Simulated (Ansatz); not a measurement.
`C[C](=N)[InH][Cl]` + HCl → `CC(=N)Cl` + `[Cl][InH2]`  (substitution at a C–In bond)

Program: Ansatz. Geometries: PBE0-D4/def2-TZVP. ΔE: electronic, gas phase. CCSD(T)/CBS is the MP2 limit (def2-TZVPP, def2-QZVPP) plus CCSD(T) − MP2 in def2-TZVPP, frozen cores. This one scheme is used for every species. DFT in def2-TZVPP. HSE06 is defined as in plane-wave codes. Elements past krypton have def2 core potentials. For In outer-core shells are correlated without core-valence functions, which leaves a few kJ/mol of doubt a bond. Each species was taken in one conformer, which may not be the lowest.

| level | ΔE (kJ/mol) | difference from CCSD(T)/CBS |
| --- | --- | --- |
| revPBE-D4 | 2.8 | -12.2 |
| r2SCAN-D4 | -0.3 | -15.3 |
| B97M-V | -6.2 | -21.2 |
| r2SCANh-D4 | -0.6 | -15.6 |
| CAM-B3LYP-D4 | 1.7 | -13.3 |
| PBE-QIDH | 3.4 | -11.6 |
| revPBE | 0.1 | -14.9 |
| BLYP | 2.9 | -12.1 |
| r2SCAN | -1.3 | -16.3 |
| r2SCAN0 | -2.4 | -17.4 |
| HSE06 | -1.0 | -16.0 |
| CCSD/def2-SVP | 4.5 | -10.5 |
| CCSD/def2-TZVPP | 11.2 | -3.8 |
| HF/def2-QZVPP | -9.0 | -24.0 |
| MP2/CBS(def2) | 16.2 | 1.2 |
| CCSD/CBS(def2) | 13.0 | -2.0 |
| CCSD(T)/CBS | 15.0 | 0 |

Largest T1 diagnostic among the species: 0.014.

At CCSD(T), def2-SVP lies −9.5 kJ/mol from the extrapolated value and def2-TZVPP −1.8 kJ/mol. The D4 term adds +5.1 kJ/mol with B3LYP and +3.1 kJ/mol with PBE0; it sums over pairs of atoms, weighted by their polarisabilities, and B3LYP, whose exchange is more repulsive, gets the larger term. Leaving LDA and LC-ωPBE aside and taking each functional with its dispersion term where it has one, the values, not all of them listed here, spread over 14.5 kJ/mol, from B97M-V to BLYP-D4.

B3LYP here is the variant with VWN-RPA as its local correlation; programs differ in this.
